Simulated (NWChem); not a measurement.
System: C$_{2}$H$_{2}$Br$_{2}$; SMILES Br/C=C\Br

Parts of the log:

```
             Northwest Computational Chemistry Package (NWChem) 7.3.0
             --------------------------------------------------------

                             Geometry "geometry" -> ""
                             -------------------------

 Output coordinates in angstroms (scale by  1.889725989 to convert to a.u.)

  No.       Tag          Charge          X              Y              Z
 ---- ---------------- ---------- -------------- -------------- --------------
    1 Br                  35.0000    -1.78537900     0.00000000     0.26360300
    2 C                    6.0000    -0.66485200     0.00000000    -1.26157000
    3 C                    6.0000     0.66485200     0.00000000    -1.26157000
    4 Br                  35.0000     1.78537900     0.00000000     0.26360300
    5 H                    1.0000    -1.21525200     0.00000000    -2.19571800
    6 H                    1.0000     1.21525200     0.00000000    -2.19571800

 Effective nuclear repulsion energy (a.u.)     423.6328879700

  pbe96 is a nonlocal functional; adding pw91lda local functional.

                                 NWChem DFT Module
                                 -----------------

 Summary of "ao basis" -> "ao basis" (spherical)
 ------------------------------------------------------------------------------
       Tag                 Description            Shells   Functions and Types
 ---------------- ------------------------------  ------  ---------------------
 Br                         def2-svp                12       32   5s4p3d
 C                          def2-svp                 6       14   3s2p1d
 H                          def2-svp                 3        5   2s1p

 in cosmo_initialize ...

 solvent parameters
 solvname_short: unkn
 solvname_long:  unknown
 dielec:       20.7000

          ---------------
          -cosmo- solvent
          ---------------
 Cosmo: York-Karplus, doi: 10.1021/jp992097l
 dielectric constant -eps-     =  20.70
 screen = (eps-1)/(eps    )    =   0.95169
 surface charge correction     = lagrangian

   van der Waals surface
 --------------------------

 ---------- ATOMIC COORDINATES (A.U.) ------------ VDWR(ANG.) --
     1   -3.37387710    0.00000000    0.49813744     2.160
     2   -1.25638810    0.00000000   -2.38402162     2.000
     3    1.25638810    0.00000000   -2.38402162     2.000
     4    3.37387710    0.00000000    0.49813744     2.160
     5   -2.29649329    0.00000000   -4.14930537     1.300
     6    2.29649329    0.00000000   -4.14930537     1.300
 number of segments per atom =         32
 number of   points per atom =         32
 atom (   nspa,  nppa )
 ----------------------
    1 (     24,     0 )       0
    2 (     14,     0 )       0
    3 (     14,     0 )       0
    4 (     24,     0 )       0
    5 (     16,     0 )       0
    6 (     16,     0 )       0
 number of -cosmo- surface points =      108
 molecular surface =    126.560 angstrom**2
 molecular volume  =    105.387 angstrom**3
 G(cav/disp)       =      1.493 kcal/mol
 -lineq- algorithm             =   0
 -bem- low  level              =   2
 -bem- from -octahedral-
 gaussian surface charge width =   4.50000
 degree of switching           =   1.00000
 switching function tolerance  =   0.00010
 atomic radii =
 --------------
    1 35.000  2.160
    2  6.000  2.000
    3  6.000  2.000
    4 35.000  2.160
    5  1.000  1.300
    6  1.000  1.300
 ...... end of -cosmo- initialization ......

            General Information
            -------------------
          SCF calculation type: DFT
          Wavefunction type:  closed shell.
          No. of atoms     :     6
          No. of electrons :    84
           Alpha electrons :    42
            Beta electrons :    42
          Charge           :     0
          Spin multiplicity:     1
          Use of symmetry is: off; symmetry adaption is: off
          Maximum number of iterations: 150
          AO basis - number of functions:   102
                     number of shells:    42
          Convergence on energy requested:  1.00D-06
          Convergence on density requested:  1.00D-05
          Convergence on gradient requested:  5.00D-04

              XC Information
              --------------
          PerdewBurkeErnzerhof Exchange Functional  1.000
            Perdew 1991 LDA Correlation Functional  1.000 local
           PerdewBurkeErnz. Correlation Functional  1.000 non-local

             Grid Information
             ----------------
          Grid used for XC integration:  medium
          Radial quadrature: Mura-Knowles
          Angular quadrature: Lebedev.
          Tag              B.-S. Rad. Rad. Pts. Rad. Cut. Ang. Pts.
          ---              ---------- --------- --------- ---------
          Br                  1.15      112          11.0       590
          C                   0.70       49           8.0       434
          H                   0.35       45          10.0       434
          Grid pruning is: on
          Number of quadrature shells:   412
          Spatial weights used:  Erf1

      Superposition of Atomic Density Guess
      -------------------------------------

 Sum of atomic energies:       -5220.41979612

      Non-variational initial energy
      ------------------------------

 Total energy =   -5221.895459
 1-e energy   =   -8110.855064
 2-e energy   =    2465.326717
 HOMO         =      -0.266348
 LUMO         =       0.024929

   convergence    iter        energy       DeltaE   RMS-Dens  Diis-err
 ---------------- ----- ----------------- --------- --------- ---------
     COSMO gas phase
 d= 0,ls=0.0,diis     1  -5224.0758259805 -5.65D+03  1.50D-02  6.99D-01
 d= 0,ls=0.0,diis     2  -5223.9421528631  1.34D-01  1.36D-02  1.48D+00
 d= 0,ls=0.0,diis     3  -5224.1187937361 -1.77D-01  4.11D-03  1.57D-01
 d= 0,ls=0.0,diis     4  -5224.1426716764 -2.39D-02  5.55D-04  2.89D-03
 d= 0,ls=0.0,diis     5  -5224.1430864107 -4.15D-04  1.36D-04  1.66D-04
  Resetting Diis
 d= 0,ls=0.0,diis     6  -5224.1431080839 -2.17D-05  1.53D-05  3.77D-06
 d= 0,ls=0.0,diis     7  -5224.1431082878 -2.04D-07  8.76D-06  1.53D-07

   convergence    iter        energy       DeltaE   RMS-Dens  Diis-err
 ---------------- ----- ----------------- --------- --------- ---------
     COSMO solvation phase
 d= 0,ls=0.0,diis     1  -5224.1468928455 -3.78D-03  1.68D-03  1.60D-03
 d= 0,ls=0.0,diis     2  -5224.1473357061 -4.43D-04  4.13D-04  6.69D-04
 d= 0,ls=0.0,diis     3  -5224.1474296273 -9.39D-05  1.41D-04  2.06D-04
 d= 0,ls=0.0,diis     4  -5224.1474486486 -1.90D-05  5.31D-05  3.28D-05
 d= 0,ls=0.0,diis     5  -5224.1474526558 -4.01D-06  1.52D-05  3.18D-06
 d= 0,ls=0.0,diis     6  -5224.1474531220 -4.66D-07  1.39D-06  2.41D-08

         Total DFT energy =    -5224.147453121996
      One electron energy =    -8112.344236972327
           Coulomb energy =     2657.397194491548
    Exchange-Corr. energy =     -193.308743178530
 Nuclear repulsion energy =      423.632887969978

             COSMO energy =        0.475444567335

 Numeric. integr. density =       84.000008648083

                                   COSMO solvation results
                                   -----------------------

                 gas phase energy =     -5224.143108287812
                 sol phase energy =     -5224.147453121996
 (electrostatic) solvation energy =         0.004344834185 (    2.73 kcal/mol)

                       DFT Final Molecular Orbital Analysis
                       ------------------------------------

 Vector   40  Occ=2.000000D+00  E=-2.698967D-01
              MO Center=  4.9D-06,  4.9D-08,  1.1D-01, r^2= 4.5D+00
   Bfn.  Coefficient  Atom+Function         Bfn.  Coefficient  Atom+Function
  ----- ------------  ---------------      ----- ------------  ---------------
    15      0.351758  1 Br px                75     -0.351759  4 Br px
    12      0.294986  1 Br px                72     -0.294987  4 Br px
    17      0.221710  1 Br pz                77      0.221710  4 Br pz
    14      0.208515  1 Br pz                74      0.208516  4 Br pz
     9     -0.196860  1 Br px                69      0.196860  4 Br px

 Vector   41  Occ=2.000000D+00  E=-2.540021D-01
              MO Center= -4.9D-06, -6.3D-08,  1.8D-01, r^2= 4.8D+00
   Bfn.  Coefficient  Atom+Function         Bfn.  Coefficient  Atom+Function
  ----- ------------  ---------------      ----- ------------  ---------------
    15      0.313643  1 Br px                75      0.313642  4 Br px
    12      0.296353  1 Br px                17      0.294954  1 Br pz
    72      0.296352  4 Br px                77     -0.294954  4 Br pz
    14      0.263564  1 Br pz                74     -0.263563  4 Br pz
     9     -0.194486  1 Br px                69     -0.194486  4 Br px

 Vector   42  Occ=2.000000D+00  E=-2.243467D-01
              MO Center=  7.7D-07, -1.4D-08, -3.6D-01, r^2= 4.0D+00
   Bfn.  Coefficient  Atom+Function         Bfn.  Coefficient  Atom+Function
  ----- ------------  ---------------      ----- ------------  ---------------
    16      0.372629  1 Br py                76      0.372630  4 Br py
    13      0.303317  1 Br py                37     -0.302984  2 C  py
    51     -0.302985  3 C  py                73      0.303318  4 Br py
    10     -0.200392  1 Br py                70     -0.200392  4 Br py
    40     -0.199176  2 C  py                54     -0.199176  3 C  py

 Vector   43  Occ=0.000000D+00  E=-5.165408D-02
              MO Center= -8.4D-07,  1.5D-08, -1.1D+00, r^2= 2.7D+00
   Bfn.  Coefficient  Atom+Function         Bfn.  Coefficient  Atom+Function
  ----- ------------  ---------------      ----- ------------  ---------------
    40      0.589626  2 C  py                54     -0.589626  3 C  py
    37      0.453099  2 C  py                51     -0.453099  3 C  py
    16     -0.227364  1 Br py                76      0.227364  4 Br py
    13     -0.130553  1 Br py                73      0.130553  4 Br py
    10      0.085041  1 Br py                70     -0.085041  4 Br py

 Vector   44  Occ=0.000000D+00  E=-5.104149D-02
              MO Center=  3.0D-06,  6.5D-09, -2.4D-01, r^2= 4.4D+00
   Bfn.  Coefficient  Atom+Function         Bfn.  Coefficient  Atom+Function
  ----- ------------  ---------------      ----- ------------  ---------------
    17      0.521909  1 Br pz                77      0.521910  4 Br pz
    35      0.475826  2 C  s                 49      0.475827  3 C  s
    15     -0.372966  1 Br px                75      0.372967  4 Br px
     5     -0.341404  1 Br s                 65     -0.341405  4 Br s
    41      0.309950  2 C  pz                55      0.309951  3 C  pz

 Vector   45  Occ=0.000000D+00  E= 2.700504D-03
              MO Center= -2.4D-06, -3.9D-08, -4.8D-01, r^2= 4.9D+00
   Bfn.  Coefficient  Atom+Function         Bfn.  Coefficient  Atom+Function
  ----- ------------  ---------------      ----- ------------  ---------------
    35      1.011660  2 C  s                 49     -1.011659  3 C  s
    17      0.501611  1 Br pz                77     -0.501610  4 Br pz
    94     -0.450363  5 H  s                 99      0.450364  6 H  s
    15     -0.399690  1 Br px                75     -0.399689  4 Br px
     5     -0.384413  1 Br s                 65      0.384412  4 Br s

     Multipole analysis of the density
     ---------------------------------

     L   x y z        total         alpha         beta         nuclear
     -   - - -        -----         -----         ----         -------
     0   0 0 0     -0.000000    -42.000000    -42.000000     84.000000

     1   1 0 0     -0.000002     -0.000001     -0.000001      0.000000
     1   0 1 0      0.000000      0.000000      0.000000      0.000000
     1   0 0 1     -0.790266      0.623492      0.623492     -2.037249

     2   2 0 0    -35.375077   -430.839119   -430.839119    826.303162
     2   1 1 0      0.000000      0.000000      0.000000      0.000000
     2   1 0 1      0.000009      0.000004      0.000004      0.000000
     2   0 2 0    -37.035673    -18.517837    -18.517837      0.000000
     2   0 1 1      0.000000      0.000000      0.000000      0.000000
     2   0 0 2    -30.742708    -75.374375    -75.374375    120.006042
```

Level: PBE/def2-SVP, COSMO on the gas-phase geometry. Geometry: optimised at B3LYP/6-31G* (spherical d). COSMO prints the solvation energy as gas minus solution, so a positive value is a stabilisation.

Task: Which NWChem input produces such a log?

Result: Several could match; the one computed here: the input that was run:
```
start job
memory heap 200 mb stack 900 mb global 1100 mb
geometry units angstroms noautosym nocenter noautoz
  Br    -1.785379     0.000000     0.263603
  C     -0.664852     0.000000    -1.261570
  C      0.664852     0.000000    -1.261570
  Br     1.785379     0.000000     0.263603
  H     -1.215252     0.000000    -2.195718
  H      1.215252     0.000000    -2.195718
end
basis spherical
  * library def2-svp
end
dft
  xc xpbe96 cpbe96
  iterations 150
end
cosmo
  dielec 20.7
end
task dft energy
```
